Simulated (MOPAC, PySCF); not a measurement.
CH₃N, SMILES `C=N`, neutral singlet in the gas phase. 

Cartesian coordinates (Å):
```xyz
5

C     -0.3906    -0.0105     0.0057
N      0.7473    -0.5596    -0.0513
H     -1.2802    -0.6437    -0.0238
H     -0.5663     1.0702     0.0839
H      1.4897     0.1436    -0.0145
```
Charge 0, multiplicity 1.

All levels are single points at this geometry (r2SCAN-D4/def2-TZVP); Pople sets use spherical d functions. Orbital energies aren't observables, and empty levels follow the basis.

| level | HOMO (eV) | LUMO (eV) | gap (eV) | dipole (D) | vertical IE, Delta-SCF (eV) |
|---|---|---|---|---|---|
| r2SCAN-D4/def2-TZVP in PySCF | -6.58 | -1.40 | 5.18 | 1.99 | 10.45 |
| B3LYP/3-21G in PySCF | -6.77 | 0.02 | 6.79 | 1.98 | – |
| BP86/6-31G* in PySCF | -6.01 | -1.27 | 4.75 | 1.88 | – |
| M06-2X/6-31G* in PySCF | -9.04 | 1.15 | 10.19 | 2.02 | – |
| PM3 in MOPAC | -10.17 | 0.99 | 11.17 | 1.82 | – |
| PM6 in MOPAC | -10.37 | 0.76 | 11.13 | 2.38 | – |
